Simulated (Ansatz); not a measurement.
One change: `C[Se][AsH2]` becomes `C[Se][InH2]`.

Ansatz, PBE0-D4/def2-TZVP geometries, multiplicity 1. 

Elements past krypton have def2 core potentials. Scalar relativity is left out up to krypton.

| property | `C[Se][AsH2]` |
| --- | --- |
| LUMO energy (PBE/def2-TZVPP) / eV | -1.57 |
| LUMO energy (B3LYP/def2-TZVPP) / eV | -0.98 |
| HOMO–LUMO gap (B3LYP/def2-TZVPP) / eV | 5.23 |
| LUMO energy (ωB97M-V/def2-TZVPP) / eV | 1.10 |
| LUMO energy (PBE0/def2-TZVPP) / eV | -0.75 |
| HOMO energy (ωB97M-V/def2-TZVPP) / eV | -8.60 |

(1) What does the change do to each property? (Estimate.)

## Answers

(1) The calculation gave: 
```
                             property  `C[Se][InH2]`  shift
    LUMO energy (PBE/def2-TZVPP) / eV          -2.27  -0.70
  LUMO energy (B3LYP/def2-TZVPP) / eV          -1.85  -0.87
HOMO–LUMO gap (B3LYP/def2-TZVPP) / eV           4.56  -0.67
LUMO energy (ωB97M-V/def2-TZVPP) / eV          -0.14  -1.24
   LUMO energy (PBE0/def2-TZVPP) / eV          -1.60  -0.85
HOMO energy (ωB97M-V/def2-TZVPP) / eV          -8.71  -0.11
```

With PBE0 the HOMO falls by 0.17 eV and the LUMO falls by 0.85 eV, so the gap narrows by about 0.68 eV. PBE moves the HOMO by -0.30 eV and ωB97M-V by -0.11 eV.

B3LYP here is the variant with VWN-RPA as its local correlation; programs differ in this.

Spin–orbit coupling is left out; it splits and shifts lone-pair levels of the heavy atoms by tenths of an eV.
